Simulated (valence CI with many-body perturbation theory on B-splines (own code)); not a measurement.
**Re LXIII: key properties**

Method: valence CI with perturbative core correlation (CI+MBPT): three valence electrons over a frozen Dirac-Fock core [Ne], a basis of 11 s, 11 p, 10 d, 8 f, 5 g, 2 h functions for each j, with the one-electron correlation potential Σ1 (screened to all orders), the two-electron term Σ2, the three-electron term Σ3, Breit, model QED; selected single and double excitations, second order for the rest, scaled by the run's own slope (own B-spline code, finite nucleus).

No measured spectrum was set against this ion. As an estimate, large intervals hold to a few tenths of a per cent, small ones and those within an open d or f shell to about a per cent.

Levels are named by their leading jj configuration (3d3/2^4 stands for four electrons in 3d with j = 3/2), which in mixed levels can hold well under half, so a name can repeat and another be missing.

Rates and lifetimes use the calculated energies. Strong lines usually hold to 10 to 20 %, long lifetimes can be off by a factor of two.

(1) What is the ground level?

(2) Name the longest-lived excited levels whose lifetime is computed, and their main decay.

(3) Among levels below 27354 × 10³ cm⁻¹, which E1 lines absorb most strongly from the ground level?

(4) Where does the other parity begin?

(5) How well does LS coupling describe the low levels?

(6) What is the ionisation energy?

## Answers

(1) (3s^2 3p1/2) J=1/2, composition 100 % 3s2.3p 2P°, g = 0.646.

(2) (3s 3p3/2 3d5/2) J=9/2 at 9800.8 × 10³ cm⁻¹ lives 3.83 ns, mostly by M1 to (3s 3p1/2 3d5/2) J=7/2; (3s^2 3p3/2) J=3/2 at 3126.4 × 10³ cm⁻¹ lives 1.63 ns, mostly by E1 to (3s 3p1/2^2) J=1/2.

(3) to (3s^2 3d3/2) J=3/2 at 1.982 nm, f = 0.482; to (3s 3p1/2 4p1/2) J=3/2 at 0.3706 nm, f = 0.214; to (3s 3p1/2 3p3/2) J=1/2 at 2.145 nm, f = 0.213.

(4) At (3s 3p1/2^2) J=1/2, 1380.9 × 10³ cm⁻¹.

(5) Among the lowest 20 levels the leading LS term, summed over configurations, holds 61 % on average. For single configurations the figures are 59 % in LS and 92 % in jj coupling. Terms mix most in the J = 3/2 level at 6410.1 × 10³ cm⁻¹, where the leading one holds 32 %.

(6) 6953.5 eV; NIST lists 6952 ± 15 eV (theoretical).
